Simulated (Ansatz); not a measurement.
CH₇GaSi₂, SMILES `[CH2]1[SiH2][SiH2][GaH]1` at its PBE0-D4/def2-TZVP geometry, where that method's forces vanish. Charge 0, multiplicity 1.

```xyz
11

C     1.4072    0.0631   -0.0092
Si    0.0585   -0.8955   -0.9161
Si   -1.6492    0.4420    0.0000
Ga    0.2379    0.6674    1.5045
H     2.3435   -0.4506    0.2109
H     1.6423    0.9658   -0.5897
H    -0.0499   -2.2696   -0.3433
H     0.2151   -1.0212   -2.3930
H    -2.9941   -0.1030    0.3268
H    -1.8139    1.6920   -0.8006
H     0.6025    0.9098    3.0097
```

(1) What forces (eV/Å) does ωB97M-V/def2-TZVPP give on these atoms in the Gaussian-basis code of Ansatz? (An estimate is asked.)

Answers

(1) Ansatz gave: 
```
C1   0.029  0.007  0.014
Si2 -0.010 -0.103 -0.109
Si3 -0.037  0.045 -0.025
Ga4 -0.022  0.000  0.083
H5  -0.083  0.044 -0.025
H6  -0.018 -0.058  0.034
H7   0.011  0.139 -0.049
H8  -0.016  0.012  0.167
H9   0.155  0.059 -0.030
H10  0.021 -0.131  0.088
H11 -0.030 -0.014 -0.149
```
